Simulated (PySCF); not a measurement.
## Basis-set dependence of excited states

Species: H3SiCF3.
SMILES: `FC(F)(F)[SiH3]`

TDDFT with PBE0 (PySCF), vertical singlets, core orbitals frozen in the response, spherical d and f functions. Isolated species at its PBE0-D3(BJ)/def2-SVP geometry, gas phase.

```json
{"basis": "6-31G*", "functions": "80", "diffuse": "no", "S1 (eV)": "8.80", "S2 (eV)": "9.12", "S3 (eV)": "9.12", "S4 (eV)": "9.43", "S5 (eV)": "9.43", "LUMO (eV)": "0.52", "α (au)": "34.0"}
{"basis": "def2-SVP", "functions": "89", "diffuse": "no", "S1 (eV)": "8.96", "S2 (eV)": "9.05", "S3 (eV)": "9.05", "S4 (eV)": "9.43", "S5 (eV)": "9.43", "LUMO (eV)": "0.51", "α (au)": "35.9"}
{"basis": "6-31+G*", "functions": "100", "diffuse": "yes", "S1 (eV)": "8.54", "S2 (eV)": "8.95", "S3 (eV)": "8.95", "S4 (eV)": "9.00", "S5 (eV)": "9.34", "LUMO (eV)": "-0.11", "α (au)": "39.6"}
{"basis": "def2-SVPD", "functions": "137", "diffuse": "yes", "S1 (eV)": "8.71", "S2 (eV)": "8.89", "S3 (eV)": "8.89", "S4 (eV)": "9.15", "S5 (eV)": "9.15", "LUMO (eV)": "0.06", "α (au)": "44.1"}
{"basis": "aug-cc-pVDZ", "functions": "146", "diffuse": "yes", "S1 (eV)": "8.43", "S2 (eV)": "8.77", "S3 (eV)": "8.77", "S4 (eV)": "8.82", "S5 (eV)": "9.01", "LUMO (eV)": "-0.13", "α (au)": "44.6"}
{"basis": "def2-TZVP", "functions": "179", "diffuse": "no", "S1 (eV)": "8.67", "S2 (eV)": "8.83", "S3 (eV)": "8.83", "S4 (eV)": "9.11", "S5 (eV)": "9.11", "LUMO (eV)": "0.11", "α (au)": "41.1"}
{"basis": "def2-TZVPD", "functions": "227", "diffuse": "yes", "S1 (eV)": "8.47", "S2 (eV)": "8.71", "S3 (eV)": "8.71", "S4 (eV)": "8.91", "S5 (eV)": "8.96", "LUMO (eV)": "-0.09", "α (au)": "44.7"}
```

Q: How much do these states and the polarisability depend on the basis?

A: States are compared by their number. Against the largest diffuse basis here (def2-TZVPD, itself not a converged limit), sets without diffuse functions differ by up to 0.49 eV in S1 and 0.47 eV in S5; the smaller diffuse sets differ by up to 0.24 and 0.37 eV. State by state, the largest deviation of a set without diffuse functions is S1 0.49, S2 0.41, S3 0.41, S4 0.52, S5 0.47 eV. The same number needn't mean the same state in each row. Against def2-TZVPD the polarisability deviates by -24% in 6-31G*, -20% in def2-SVP, -11% in 6-31+G*, -1% in def2-SVPD, 0% in aug-cc-pVDZ, -8% in def2-TZVP. A single + in a Pople set puts diffuse functions on heavy atoms only.

Without π bonds the low states are Rydberg-like; a valence basis with one diffuse set may place them up to an eV too high.
